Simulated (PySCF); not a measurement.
# Exercise with solution: oscillator strength and radiative lifetime

Sn(H)3(PH2) (H5PSn), SMILES [PH2][SnH3].

Coordinates come from a PBE-D3(BJ)/def2-TZVP optimisation. The def2 effective core potentials stand for the cores of Sn; spin–orbit coupling is left out.

TDDFT-M06-2X/def2-SVPD run with PySCF 2.14.0 puts the first singlet state with f over 0.02 at 6.31 eV (vertical), with the transition dipole (1.618, -0.296, 0.000) in atomic units.

Q: Find the oscillator strength, the wavelength and the radiative lifetime that this transition would have in vacuum if emission retraced absorption.

A: 
|μ|² = 2.7055 au, so |μ| = 4.18 D. ΔE = 6.31/27.211 = 0.2319 hartree. f = (2/3) ΔE |μ|² = 0.418 (the program prints 0.418).
λ = 1239.84/6.31 = 196 nm; ν = 50894 cm⁻¹.
Einstein's coefficient A = 0.6670 ν² f s⁻¹ (ν in cm⁻¹) = 7.2e8 s⁻¹, so τ = 1/A = 1.4 ns. This state is S2; the lower singlet has f = 0.004. The figure is the radiative limit of this one transition; relaxation, internal conversion, crossing to triplets and a medium change what is measured.
